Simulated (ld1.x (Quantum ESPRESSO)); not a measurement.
**antimony: one change to a PAW potential, before and after**

ld1.x (Quantum ESPRESSO) 7.5 input, shortened:

```
&input
   title='Sb', zed=51., rel=1, dft='PBE', iswitch=3,
   config='[Kr] 4d10 5s1.75 5p3.25'
 /
 &inputp
   pseudotype=3, lpaw=.true., tm=.true., lloc=-1, rcloc=2.00,
   nlcc=.true., new_core_ps=.true., rcore=1.30,
   which_augfun='PSQ', rmatch_augfun=1.35
 /
6
5S  1  0   1.75   0.00  1.60  2.00  0.0
5S  1  0   0.00  -0.65  1.60  2.00  0.0
5P  2  1   3.25   0.00  1.80  2.55  0.0
5P  2  1   0.00   1.00  1.80  2.55  0.0
4D  3  2  10.00   0.00  1.30  1.70  0.0
4D  3  2   0.00  -1.25  1.30  1.70  0.0
 &test
   configts(1)='4d10 5s1.75 5p3.25'
 /
```

All-electron outer shells of the reference configuration (PBE, scalar-relativistic, ld1.x):

| shell | level (eV) | outermost node (bohr) | outermost maximum (bohr) |
| --- | --- | --- | --- |
| 4s | -149.21 | 0.39 | 0.73 |
| 4p | -102.16 | 0.39 | 0.76 |
| 4d | -33.86 | 0.38 | 0.84 |
| 5s | -13.04 | 0.95 | 1.90 |
| 5p | -4.98 | 1.04 | 2.32 |

Change: local potential all-electron potential smoothed inside 1.76 bohr (lloc = -1).

Cutoffs: the cutoffs (Ry, on a coarse ladder) from which the occupation-weighted sum of valence levels, in a spherical-Bessel basis at the reference potential, stays within 10 and 1 mRy of its value at 400 Ry; they do not see the model core or the augmentation charge, which bear on the density cutoff. Errors are all-electron minus pseudo energies relative to the spin-unpolarised reference configuration.

**Question.** How do hardness, ghosts and transferability respond?

**Answer.** The potential gets neither clearly harder nor softer (50 Ry and 90 Ry → 45 Ry and 90 Ry); the errors of the 7 common tests hardly move; the range in which the s phases agree widens (upper end 2.5 → at the end of the scan); neither file shows a bound ghost.

| quantity | base | changed |
| --- | --- | --- |
| cutoff, loose | 50 Ry | 45 Ry |
| cutoff, tight | 90 Ry | 90 Ry |
| bound ghosts | none | none |
| error for 4d10 5s2 5p3, meV [ΔE -2.01 eV] | +0.2 | +0.2 |
| error for 4d10 5s2 5p2, meV [ΔE 6.31 eV] | -1.8 | -1.8 |
| error for 4d10 5s2 5p1, meV [ΔE 22.28 eV] | -6.0 | -5.9 |
| error for 4d10 5s1 5p4, meV [ΔE 6.10 eV] | -0.7 | -0.7 |
| error for 4d10 5s0 5p5, meV [ΔE 14.42 eV] | -1.8 | -1.8 |
| error for 4d9 5s2 5p4, meV [ΔE 29.11 eV] | -113 | -104 |
| error for 4d9 5s2 5p3, meV [ΔE 38.73 eV] | -124 | -114 |
| s: phases at 2.75 bohr within 0.05 rad from the reference energy up to (Ry; the scan ends near 5) | 2.5 | to the end of the scan |
| p: phases at 2.75 bohr within 0.05 rad from the reference energy up to (Ry; the scan ends near 5) | 3.6 | 3.4 |
| d: phases at 2.75 bohr within 0.05 rad from the reference energy up to (Ry; the scan ends near 5) | to the end of the scan | to the end of the scan |
| lowest overlap eigenvalue by channel | s 0.38, p 0.52, d 0.35 | s 0.36, p 0.47, d 0.36 |
